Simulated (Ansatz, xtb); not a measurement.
Pulling on the Si3–H4 bond in CdH4Si (SMILES [SiH3][CdH]) (multiplicity 1 held, fragments rigid). Energies count from the point at 1.487 Å.
Geometry at that point (charge 0, multiplicity 1):
```xyz
6

Cd    -0.5664    -0.3105    -0.0798
H     -2.0453    -1.1213    -0.2881
Si     1.6349     0.8963     0.2303
H      2.2491     0.5938     1.5500
H      1.4709     2.3720     0.1537
H      2.6257     0.5132    -0.8099
```

R- and RO- levels are restricted; in cc, def2 and unpolarised 6-31G sets they are followed outwards from rest. Unrestricted levels (U-) break spin symmetry where that is lower. Active spaces are followed from a long bond inwards. Levels need not reach the same state.

Cores are frozen in the correlated methods.

The values were computed with Ansatz (Gaussian orbitals); xtb for the GFN methods. Values without a source in brackets are computed. In def2 rows elements past Kr take small-core potentials, without spin–orbit coupling. The GFN methods have no spin term and hold the electronic entropy of 300 K.

Energies in kcal/mol.

| R (Å) | GFN2-xTB | U-r2SCAN/def2-TZVPP | U-SCS-MP2/def2-TZVPP | R-CCSD/def2-TZVPP | CASSCF(2,2)/def2-TZVPP | FIC-MRCISD+Q on CASSCF(2,2)/def2-TZVPP |
|---|---|---|---|---|---|---|
| 1.189 | 36.5 | 29.0 | 28.4 | 28.8 | 31.0 | 28.7 |
| 1.338 | 5.3 | 5.8 | 5.4 | 5.6 | 6.8 | 5.6 |
| 1.487 | 0.0 | 0.0 | 0.0 | 0.0 | 0.0 | 0.0 |
| 1.635 | 3.2 | 3.4 | 4.0 | 3.7 | 2.4 | 3.6 |
| 1.784 | 8.9 | 11.5 | 12.8 | 12.0 | 9.4 | 11.8 |
| 2.007 | 19.5 | 26.9 | 29.4 | 27.8 | 23.3 | 27.3 |
| 2.230 | 31.2 | 42.9 | 51.2 | 43.7 | 37.3 | 42.7 |
| 2.602 | 49.6 | 65.3 | 77.2 | 66.2 | 56.5 | 63.8 |
| 2.974 | 64.5 | 76.2 | 85.9 | 81.8 | 69.0 | 77.3 |
| 3.420 | 76.7 | 82.4 | 89.3 | 92.7 | 76.5 | 85.5 |
| 4.014 | 85.0 | 85.6 | 90.5 | 98.8 | 79.9 | 89.0 |
| 4.758 | 88.4 | 86.6 | 90.8 | 101.2 | 80.7 | 89.9 |

Doubts at one or more of the structures used: a spin-contaminated determinant (U-r2SCAN/def2-TZVPP, U-SCS-MP2/def2-TZVPP); a restricted determinant that unrestricted orbitals would lower (R-CCSD/def2-TZVPP); other coupled-cluster roots lie near (R-CCSD/def2-TZVPP); T1 above 0.05 (R-CCSD/def2-TZVPP).

Ansatz is a program for electronic structure.
